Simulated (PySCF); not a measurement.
Telling isomers of C5H6F2O2 apart by NMR

[PySCF: σ from GIAO-PBE0/pcSseg-1; GFN2-xTB structure; single conformer; no solvent; rapidly exchanging positions averaged; non-relativistic]

Chemical shifts δ = σref − σ; 1H, 13C vs TMS, all at this level. Splittings of carbon signals by F and P are missing where no couplings were computed. Where no couplings were computed, multiplicities follow the n + 1 count of equivalent neighbours, and m marks all less simple cases (inequivalent or close neighbours, rings, F or P nearby). Shifts are as computed. Against solution values, carbons near 30 ppm lie about +3 ppm off and those near 130 ppm about +5 ppm. Of 1211 compounds with measured shifts, 218 miss one by over three times the rms of a fit or turn the order of signals round; such compounds aren't used in these exercises.

(1) Tabulate the signals of `CC(C)(C(=O)F)C(=O)F`, `FC1(F)OCC12COC2`, `F[C@@H]1OC[C@@]12CO[C@@H]2F`, `FC(F)OC1=CCOC1` and their relative energies.

(2) What is the quickest way to tell CC(C)(C(=O)F)C(=O)F from F[C@@H]1OC[C@@]12CO[C@@H]2F?

(3) What is the quickest way to tell FC1(F)OCC12COC2 from FC(F)OC1=CCOC1?

(4) What is the quickest way to tell F[C@@H]1OC[C@@]12CO[C@@H]2F from FC(F)OC1=CCOC1?

Answers

(1) 
```tsv
SMILES	carbon types	δC	δH	E rel. (kcal/mol)
CC(C)(C(=O)F)C(=O)F	3×C 2×CH3	170.5, 51.2, 24.2	1.67 (s, 6H)	0.0
FC1(F)OCC12COC2	2×C 3×CH2	131.4, 75.2, 73.9, 53.9	5.24 (m, 2H), 4.72 (m, 2H), 4.52 (s, 2H)	55.7
F[C@@H]1OC[C@@]12CO[C@@H]2F	1×C 2×CH 2×CH2	118.6, 116.0, 75.3, 72.5, 54.2	6.35 (m, 1H), 6.13 (m, 1H), 5.21 (m, 1H), 4.89 (m, 1H), 4.78 (m, 1H), 4.52 (m, 1H)	59.6
FC(F)OC1=CCOC1	1×C 2×CH 2×CH2	157.1, 122.9, 104.5, 80.5, 77.5	6.69 (m, 1H), 5.18 (m, 2H), 5.00 (s, 2H), 4.96 (t, 1H)	43.8
```

Energies are electronic energies at PBE0/pcSseg-1 on these geometries, without zero-point or thermal terms, each for the one conformer computed, which needn't be the lowest.

(2) Count the carbon signals: 3 against 5. The first has a carbonyl carbon (C) at 170.5 ppm, the second an sp3 CH bonded to F and O at 118.6 ppm. In the proton spectra the most deshielded non-exchanging signals are 1.67 (s, 6H) and 6.35 (m, 1H).

(3) Count the carbon signals: 4 against 5. The first has a quaternary sp3 carbon in a ring (C) at 53.9 ppm, the second an sp3 CH bonded to 2 F and O at 122.9 ppm. Their most deshielded carbons lie at 131.4 and 157.1 ppm. In the proton spectra the most deshielded non-exchanging signals are 5.24 (m, 2H) and 6.69 (m, 1H).

(4) Both give the same number of carbon signals, with the same numbers of each carbon type, so the positions decide. The first has a quaternary sp3 carbon in a ring (C) at 54.2 ppm, the second an alkene carbon bearing oxygen (C) at 157.1 ppm. Their most deshielded carbons lie at 118.6 and 157.1 ppm.
